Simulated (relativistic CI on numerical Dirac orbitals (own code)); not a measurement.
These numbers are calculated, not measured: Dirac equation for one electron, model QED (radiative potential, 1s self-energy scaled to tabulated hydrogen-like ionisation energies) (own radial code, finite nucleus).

Configurations in the expansion: 1s, 2s, 2p, 3s, 3p, 3d, 4s, 4p, 4d, 4f, 5s, 5p, 5d, 5f, 5g, 6s, 6p, 6d. Levels of other configurations are missing.

Outline of the computed level scheme of V XXIII. Lowest level of each configuration: 1s ²S1/2 at 0.00 eV; 2p ²P°1/2 at 5430.71 eV; 2s ²S1/2 at 5431.09 eV; 3p ²P°1/2 at 6440.72 eV; 3s ²S1/2 at 6440.83 eV; 3d ²D3/2 at 6444.54 eV; 4p ²P°1/2 at 6793.69 eV; 4s ²S1/2 at 6793.74 eV; 4d ²D3/2 at 6795.30 eV.

Some strong electric-dipole decays among the lowest 14 levels: 2p ²P°1/2 → 1s ²S1/2 (1.8e+14 s⁻¹); 2p ²P°3/2 → 1s ²S1/2 (1.7e+14 s⁻¹); 3p ²P°3/2 → 1s ²S1/2 (4.7e+13 s⁻¹); 3p ²P°1/2 → 1s ²S1/2 (4.7e+13 s⁻¹); 4p ²P°3/2 → 1s ²S1/2 (1.9e+13 s⁻¹); 4p ²P°1/2 → 1s ²S1/2 (1.9e+13 s⁻¹); 3d ²D5/2 → 2p ²P°3/2 (1.8e+13 s⁻¹); 3d ²D3/2 → 2p ²P°1/2 (1.5e+13 s⁻¹).
